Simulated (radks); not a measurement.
Results of a calculation; reference values are marked as such.
Ionisation of the xenon ion Xe2+, [Kr] 4d10 5s2 5p4, to Xe3+, [Kr] 4d10 5s2 5p3, under several functionals. Scalar-relativistic Kohn-Sham, spin-polarised, spherical densities, point nucleus; open shells are filled with parallel spins first (spin-orbit coupling, left out, can overturn this in heavy ions); a radial shooting solver on a logarithmic mesh with Libxc functionals.

functional,E(Xe2+) (hartree),Exc (hartree),IE (eV),-e(HOMO) (eV),<r> HOMO (bohr),IE error (eV)
B86b exchange with PBE correlation,-7446.85794,-186.72536,30.445,25.720,2.097,-0.605
PBEsol,-7443.02321,-182.85993,30.429,25.735,2.093,-0.621
"LDA (Slater exchange, Perdew-Wang correlation)",-7440.11389,-179.93177,30.886,26.079,2.094,-0.164
OLYP,-7448.92034,-188.90973,30.035,25.424,2.106,-1.015
exchange-only B88,-7444.08083,-183.91336,29.110,24.480,2.112,-1.940

NIST Atomic Spectra Database: 31.05 eV (semi-empirical). Closest: LDA (Slater exchange, Perdew-Wang correlation). The Delta-SCF values span 1.78 eV, the total energies 8.81 hartree. The highest occupied level is 5p. Open shells are spherical and high-spin; term and fine-structure splittings are not resolved. Spin-orbit splitting is averaged out at the scalar-relativistic level.
